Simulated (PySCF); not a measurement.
How methods differ on the ionisation energy of Zr²⁹⁺

Zr²⁹⁺ [Ne] 3s1 (2S) → Zr³⁰⁺ [Ne] (1S), as a difference of total energies. Calculation: PySCF 2.14, in an uncontracted even-tempered set (18 s from 3.9 bohr⁻², ratio 2.5; 11 p from 5 bohr⁻², ratio 2.5; 5 d from 19 bohr⁻², ratio 2.7; 4 f from 29 bohr⁻², ratio 2.7); scalar relativity by spin-free X2C-1e. Correlated levels: outer shells: 1s2 frozen; virtual orbitals above 40 to 60 times the deepest correlated orbital energy dropped. The calculations carry no spin-orbit coupling.

| method | ionisation energy (eV) |
| --- | --- |
| UHF | 1581.5 |
| MP2 (outer shells) | 1582.2 |
| SCS-MP2 (outer shells) | 1582.1 |
| CCSD (outer shells) | 1582.2 |
| CCSD(T) (outer shells) | 1582.2 |

Breit and QED terms and the two-electron picture change are absent.

For comparison: 1582.37 ± 0.05 eV (semi-empirical (NIST evaluation); NIST Atomic Spectra Database, ionization energies).
